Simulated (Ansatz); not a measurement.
The same ligand exchange along the group Mg, Zn, Cd.

Program: Ansatz. Geometries: PBE0-D4/def2-TZVP. ΔE: electronic, gas phase. CCSD(T)/CBS is the MP2 limit (def2-TZVPP, def2-QZVPP) plus CCSD(T) − MP2 in def2-TZVPP, frozen cores. This one scheme is used for every species. Elements past krypton have def2 core potentials. For Br, Cd, Mg, Zn outer-core shells are correlated without core-valence functions, which leaves a few kJ/mol of doubt a bond. Scalar relativity is left out up to krypton.

Question: Order these by ΔE at CCSD(T)/CBS, lowest first. (Estimate.)
A. `[F][Mg][Br]` + HBr → `[Br][Mg][Br]` + H–F
B. `[F][Zn][Br]` + HBr → `[Br][Zn][Br]` + H–F
C. `[F][Cd][Br]` + HBr → `[Br][Cd][Br]` + H–F

Answer: C (-115.0 kJ/mol), B (-84.8 kJ/mol), A (-32.7 kJ/mol).

Largest T1 diagnostic: 0.014, for `[F][Cd][Br]`.
